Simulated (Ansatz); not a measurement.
# Reading a saddle point

A first-order saddle point of BH₄ClO₂, closed shell, PBE0-D4/def2-TZVP, with one imaginary mode of 861i cm⁻¹:

```
8
angstrom
B -0.0628 -0.1955 -0.1336
H 1.2144 -0.6517 -0.1049
O -0.3484 0.6489 -1.1600
O -0.8357 -1.2391 0.2425
H 1.1731 -0.0486 0.6362
Cl 0.5035 1.0964 1.6104
H 0.1207 1.4854 -1.1328
H -1.7648 -1.0959 0.0422
```

Ansatz 0.2.0; basis: def2-TZVPP and def2-QZVPP; cores frozen in the correlated methods. Extrapolation: Hartree–Fock as exp(−7.88 √X), correlation as X^−2.97.

Q: Which contacts change along the imaginary mode, and what lies on either side? (A judgement: the text doesn't fix the answer.)

A: Computed: The step is BH₃O₂ ([OH][BH][OH]) + HCl → BH₂ClO₂ ([OH][B]([OH])[Cl]) + H₂, with the molecules in contact on both sides. Shortening one way: B1–Cl6, H2–H5; lengthening the same way: B1–H2, H5–Cl6.
| pair | one side (Å) | saddle (Å) | other side (Å) |
| --- | --- | --- | --- |
| B1–Cl6 | 4.12 | 2.24 | 1.77 |
| H2–H5 | 3.07 | 0.96 | 0.75 |
| B1–H2 | 1.19 | 1.36 | 3.24 |
| H5–Cl6 | 1.30 | 1.65 | 3.40 |

Q: Which side is lower, and how far does the saddle lie above each? (Judge from chemistry; the value comes from the calculation.)

A: By the calculation: The side with B1–Cl6, H2–H5 short is lower by 0.441 eV; the saddle lies 2.076 eV above it and 1.634 eV above the other (CCSD(T) at an estimated basis limit (MP2 extrapolated from triple and quadruple zeta, plus CCSD(T) − MP2 in triple zeta); electronic energies).

The T1 diagnostic stays at or below 0.013.

Labels in which every atom is bracketed show which atoms are joined, not bond orders.

For scale, one of the runs: CCSD(T)/def2-TZVPP, 191 basis functions, launched by `ansatz run in.yaml --threads 2 --pin off --events-out ev --progress --plain --max-ram 4352MiB`. The run took 74 s on 2 CPU threads of an Arm Neoverse V1 (shared host), with 2.2 GiB of host memory at its peak.
